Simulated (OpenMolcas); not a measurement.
# Zr+: thermal populations, worked from levels

```json
{
 "Program": "OpenMolcas",
 "Basis": "ANO-RCC-VTZP [7s6p4d2f1g]",
 "Scalar Hamiltonian": "DKH2, point nucleus",
 "Active space": "3 electrons in 6 orbitals (4d 5s)",
 "State averaging": "2S+1 = 4 even, 20 roots; 2S+1 = 2 even, 70 roots kept (CI in the orbitals of an earlier block)",
 "Spin-orbit coupling": "state interaction with AMFI integrals over the reference wave functions, term energies averaged over their components"
}
```

Methods: CASSCF; MS-CASPT2, IPEA 0.25 Eh, imaginary shift 0.1 Eh (closed shells correlated: 4s 4p). Measured levels: NIST Handbook of Basic Atomic Spectroscopic Data.

**Thermal populations.** Z = Σ (2J + 1) exp(-E/kT) with k = 0.695035 cm-1/K, over the levels below. No other level of either list lies under 3250 cm-1, which is above 7 kT at each temperature.

```csv
Level,2J + 1,MS-CASPT2,measured
4d² 5s ⁴F_3/2,4,0.0,0.0
4d² 5s ⁴F_5/2,6,306,315
4d² 5s ⁴F_7/2,8,738,763
4d² 5s ⁴F_9/2,10,1271,1323
4d³ ⁴F_3/2,4,2800,2572
4d³ ⁴F_5/2,6,3190,2895
```

```json
{"T (K)": "300", "Z, MS-CASPT2": "5.638", "Z, measured levels": "5.548", "Ground level (%), MS-CASPT2": "71.0", "Ground level (%), measured levels": "72.1"}
```

At 300 K, kT = 209 cm-1, and the computed levels give Z = 4.000 + 1.383 + 0.232 + 0.023 + 0.000 + 0.000 = 5.638.

CASPT2 does not keep the components of a term degenerate, so their means are used; among the terms shown or strongly mixed into the levels shown the widest spread is 780 cm-1 (4d² 5s ⁴F, MS-CASPT2). Over all roots computed the reference weight is 0.87 to 0.93 in MS-CASPT2; the roots of lowest weight are the least certain, and an intruder state may touch them. Configurations are named by rounded mean occupations; where the s occupation lies near a half they are strongly mixed, a name can repeat and a true partner stay unpaired. A single d shell beside an s shell can misplace configurations of different d count against each other. Without dynamic correlation excited terms often stand tens of per cent too high (terms of higher spin than the ground term too low), and those without a measured partner can miss by more than the paired ones (holds for CASSCF). The CASPT2 spread within a term exceeds the gap to the next term for 4d³ ⁴F and 4d² 5s ²D(1), so the order of their levels is uncertain, and so are names and mixing where such terms share a J (holds for MS-CASPT2). Computed and measured levels are paired by configuration, term and J; levels that our copy of the source lacks, or whose pairing is in doubt (as where it misses far off the trend of its configuration), stay unpaired and out of the deviations. Levels of configurations outside the active space are missing.

A number in round brackets counts repeated terms of one configuration in the order of the reference energies.
